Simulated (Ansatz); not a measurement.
Reaction (isomerisation): `[CH3][Ge]([CH3])([F])[Cl]` → `C[C](F)(Cl)[GeH3]`

Calculated with Ansatz (gas phase, PBE0-D4/def2-TZVP geometries, no zero-point term in ΔE). CCSD(T)/CBS adds triple-zeta CCSD(T) − MP2 to the extrapolated MP2 energy (def2 sets, frozen cores). DFT in def2-TZVPP. B3LYP here is the variant with VWN-RPA as its local correlation; programs differ in this. For Ge outer-core shells are correlated without core-valence functions, which leaves a few kJ/mol of doubt a bond. Scalar relativity is left out up to krypton.

(1) Is it downhill or uphill in electronic energy at CCSD(T)/CBS, and by how much? (An estimate is asked.)

(2) What do these levels give: PBE-D4, r2SCAN-D4, PBE0-D4, r2SCAN, B3LYP, SCS-MP2/def2-TZVPP, CCSD/def2-TZVPP, HF/def2-QZVPP, MP2/def2-QZVPP, HF/CBS(def2), MP2/CBS(def2), CCSD/CBS(def2)? (Best estimate.)

Largest T1 diagnostic among the species: 0.011.

Results:

(1) Computed: Uphill: ΔE = +82.3 kcal/mol.

(2) Computed: PBE-D4 77.4, r2SCAN-D4 81.4, PBE0-D4 80.4, r2SCAN 81.4, B3LYP 81.5, SCS-MP2/def2-TZVPP 85.0, CCSD/def2-TZVPP 83.9, HF/def2-QZVPP 87.5, MP2/def2-QZVPP 86.2, HF/CBS(def2) 87.5, MP2/CBS(def2) 85.9, CCSD/CBS(def2) 83.4 kcal/mol.

In def2-TZVPP, CCSD(T) changes the Hartree–Fock value by −4.4 kcal/mol (the triples alone add −1.0 kcal/mol) and MP2 by −0.8 kcal/mol. From PBE to PBE0 (25 % exact exchange), in def2-TZVPP and without D4, ΔE moves by +2.9 kcal/mol.
